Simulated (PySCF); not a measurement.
Peak assignment

Atoms are numbered as in `[F:1][C:2]([F:3])([F:4])[c:5]1[cH:6][cH:7][o:8][c:9]1[SiH3:10]`; H(Xn) means a hydrogen on atom n.

Non-relativistic, in vacuum, fast rotation and ring inversion assumed for equivalent nuclei, single conformer. PBE0/pcSseg-1 with gauge-including orbitals; GFN2-xTB structure; PySCF.

δ = σ(ref) − σ, references computed at the same level: TMS for $^{13}$C, $^{1}$H.

(1) Assign these signals to the numbered atoms. $^{13}$C{$^{1}$H} NMR (computed): δ 157.9, 151.8, 137.9, 133.3, 117.1.

(2) Assign these signals to the numbered atoms. $^{1}$H NMR (400 MHz, computed): δ 7.74 (m, 1H), 7.06 (m, 1H), 4.60 (s, 3H).

## Answers

(1) 
157.9 → C9, substituted aromatic carbon next to the ring oxygen
151.8 → C7, aromatic CH next to the ring oxygen
137.9 → C5, substituted aromatic carbon
133.3 → C2, CF3 carbon: 3 electronegative neighbours deshield it
117.1 → C6, aromatic CH

(2) 
| δ (ppm) | atoms | environment | reason |
| --- | --- | --- | --- |
| 7.74 | H(C7) | hydrogen on an aromatic CH next to the ring oxygen | ring-current deshielding |
| 7.06 | H(C6) | hydrogen on an aromatic CH | the ring current deshields protons in the ring plane |
| 4.60 | H(Si10) | hydrogen on a silicon bonded to C | – |

Splittings by $^{19}$F in the carbon and heteronuclear signals aren't shown, as no couplings were computed. Shifts are as computed. Against solution values, carbons near 30 ppm lie about +3 ppm off and those near 130 ppm about +5 ppm. Of 1211 compounds with measured shifts, 218 miss one by over three times the rms of a fit or turn the order of signals round; such compounds aren't used in these exercises. No couplings were computed; multiplicities are counted from neighbouring protons, with m where these are inequivalent, close in shift, in a saturated or five-membered ring or joined by F or P, and br s for small geminal =CH2 splittings.
